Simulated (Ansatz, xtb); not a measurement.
# CH2OTe: 5 structures ranked

5 gas-phase structures of CH2OTe, found in a search over its isomers (lower ones may exist). Each was relaxed with GFN2-xTB:

A. `C1O[Te]1`, a singlet
B. `O=C[TeH]`, a singlet
C. `C=[O+][Te-]`, a singlet
D. `C=[Te]=O`, a singlet
E. `OC=[Te]`, a singlet

Problem. Estimate their order in r2SCAN-D4/def2-SVP energy at these geometries, lowest first.

Solution. Calculated order at r2SCAN-D4/def2-SVP: B (0.0), E (9.7), A (26.1), C (31.5), D (54.2) kcal/mol.

Energies above the lowest of each column, in kcal/mol; the last columns are at r2SCAN-D4/def2-TZVP geometries and were run for some of them only (a dash: not run or not comparable):

| structure | GFN2-xTB | HF/STO-3G | r2SCAN-D4/def2-SVP | r2SCAN-D4/def2-TZVP | CCSD(T)/def2-TZVPP |
| --- | --- | --- | --- | --- | --- |
| B | 0.0 | 0.0 | 0.0 | 0.0 | 0.0 |
| E | 15.9 | 12.4 | 9.7 | 9.9 | 6.9 |
| A | 5.2 | 14.5 | 26.1 | – | – |
| C | 16.9 | 31.2 | 31.5 | – | – |
| D | 29.9 | 129.2 | 54.2 | – | – |

Every level run on B puts it lowest or level with the lowest. Some further structures that were screened fall inside this span and aren't listed. Flexible structures stand in one conformer each, not always the lowest. Frequencies (r2SCAN-D4/def2-TZVP) were run for B, E alone. Large T1 diagnostics make some coupled-cluster values less sure. Atoms past krypton carry core potentials in the def2 sets, without spin–orbit terms.

Over these structures GFN2-xTB departs from r2SCAN-D4/def2-SVP by 11.1 kcal/mol on average once a common shift is removed. A GFN2-xTB relaxation took about 0.076 s and the r2SCAN-D4/def2-SVP energy about 0.73 s on a shared host (Ansatz 0.2.0, xtb 6.7.1).
